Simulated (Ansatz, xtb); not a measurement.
## C5H3BrFN: which of two isomers lies lower

We compare I, `Fc1ncccc1Br`, a singlet, with II, `Fc1ccnc(Br)c1`, a singlet. Both are isolated molecules in the gas phase, relaxed with PBE0-D3(BJ)/def2-SVP.

I (Å):

```xyz
11

C    -0.4194   -0.6278    0.8303
C     0.8725    0.6054    2.2305
C     0.3855    1.8044    1.7208
C    -0.5643    1.7521    0.7007
C    -0.9837    0.5106    0.2370
Br   -2.2555    0.3477   -1.1297
F    -0.7954   -1.8213    0.4135
N     0.4697   -0.5840    1.7850
H     1.6189    0.5982    3.0315
H     0.7376    2.7614    2.1093
H    -0.9808    2.6618    0.2637
```

II (Å):

```xyz
11

C    -0.3239   -0.1617    1.8973
C     0.9143    0.4732    1.8893
C     1.0858    1.5085    0.9767
C    -1.0178    1.2874    0.1651
C    -1.3297    0.2334    1.0274
Br   -2.3508    1.8714   -1.0457
F    -0.5483   -1.1540    2.7427
N     0.1386    1.9100    0.1293
H     1.7043    0.1620    2.5735
H     2.0402    2.0431    0.9270
H    -2.3020   -0.2584    1.0270
```

Quicker runs give these differences E(II) − E(I): GFN2-xTB −0.093 eV; HF/STO-3G +0.033 eV (at GFN2-xTB geometries); r2SCAN-D4/def2-SVP +0.102 eV (at GFN2-xTB geometries).

Problem. Estimate which is lower in electronic energy at CCSD(T)/def2-SVP + ΔMP2/def2-TZVPP, and by roughly how much.

Solution. The CCSD(T)/def2-SVP + ΔMP2/def2-TZVPP calculation puts structure I lower, by 0.091 eV.

Level by level:

```csv
level,geometry,E(II) − E(I) (eV),departure from the last row (eV),"job, with rough time for the two"
GFN2-xTB,GFN2-xTB,−0.093,−0.184,"optimisation, 0.13 s"
HF/STO-3G,GFN2-xTB,+0.033,−0.058,"single point, 0.52 s"
r2SCAN-D4/def2-SVP,GFN2-xTB,+0.102,+0.011,"single point, 4.4 s"
PBE0-D3(BJ)/def2-SVP,PBE0-D3(BJ)/def2-SVP,+0.098,+0.007,"optimisation, 26 s"
HF/def2-SVP,PBE0-D3(BJ)/def2-SVP,+0.100,+0.009,part of the CCSD(T) run
MP2/def2-SVP,PBE0-D3(BJ)/def2-SVP,+0.101,+0.010,part of the CCSD(T) run
CCSD(T)/def2-SVP,PBE0-D3(BJ)/def2-SVP,+0.111,+0.020,single point
CCSD(T)/def2-SVP + ΔMP2/def2-TZVPP,PBE0-D3(BJ)/def2-SVP,+0.091,,"single point, 1.9 min"
```

As drawn, both hold the same kinds of bond in the same numbers.

GFN2-xTB puts the two in the other order. The largest departure from CCSD(T)/def2-SVP + ΔMP2/def2-TZVPP is that of GFN2-xTB, 0.184 eV. The last row adds to CCSD(T) the change of the MP2 difference between the two basis sets, here −0.020 eV.

With thermal terms from frequencies at re-optimised GFN2-xTB minima (ideal gas, soft modes damped towards free rotors, one conformer each, 298.15 K, 1 atm): on the last row, ΔE + ΔZPE = +0.088, ΔH = +0.087, ΔG = +0.089 eV.

The correlated steps freeze 16 core orbitals; the filled d shell of Br is correlated, in a basis made for valence electrons. Run with Ansatz 0.2.0, xtb 6.7.1; the last row on 4 threads of Arm Neoverse V1 on a shared host.
